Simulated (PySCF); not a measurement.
## The second ionisation energy along the 4p block

All values are computed (PySCF 2.14, energy differences of UHF-based or UKS calculations, no spin-orbit coupling). Values in eV. The last column holds reference values (NIST; (s) semi-empirical, (t) theoretical, else measured). Unmarked ones compare directly (S terms, centres of terms, or small fine structure); those marked * lie between the lowest fine-structure levels and include a spin-orbit shift.

```tsv
element	configurations	UHF	MP2 (valence)	SCS-MP2 (valence)	CCSD (valence)	CCSD(T) (valence)	reference
Ga (pcseg-2, non-relativistic)	[Ar] 3d10 4s2 → [Ar] 3d10 4s1	18.463	19.174	19.316	19.466	19.466	20.515
Ge (pcseg-2, non-relativistic)	[Ar] 3d10 4s2 4p1 → [Ar] 3d10 4s2	15.272	15.503	15.490	15.574	15.596	15.789
As (pcseg-2, non-relativistic)	[Ar] 3d10 4s2 4p2 → [Ar] 3d10 4s2 4p1	17.996	18.364	18.290	18.395	18.419	18.589 *
Br (pcseg-2, non-relativistic)	[Ar] 3d10 4s2 4p4 → [Ar] 3d10 4s2 4p3	20.276	20.949	21.016	21.068	21.092	21.409
Kr (pcseg-2, non-relativistic)	[Ar] 3d10 4s2 4p5 → [Ar] 3d10 4s2 4p4	23.255	24.068	24.064	24.072	24.100	24.360 *
```

| method | elements | mean error (eV) | mean absolute error (eV) | largest error (eV) |
| --- | --- | --- | --- | --- |
| UHF | 3 | -1.234 | 1.234 | -2.052 |
| MP2 (valence) | 3 | -0.696 | 0.696 | -1.341 |
| SCS-MP2 (valence) | 3 | -0.630 | 0.630 | -1.199 |
| CCSD (valence) | 3 | -0.535 | 0.535 | -1.050 |
| CCSD(T) (valence) | 3 | -0.520 | 0.520 | -1.050 |

Errors include the incompleteness of the basis and the frozen core.

"Valence" correlates the outer s and p shells and, in groups 3 to 12 and the f block, the outer d or f shell, open or full, or the next shell where the ion has no valence electron left; the wider scheme adds the next inner shell.
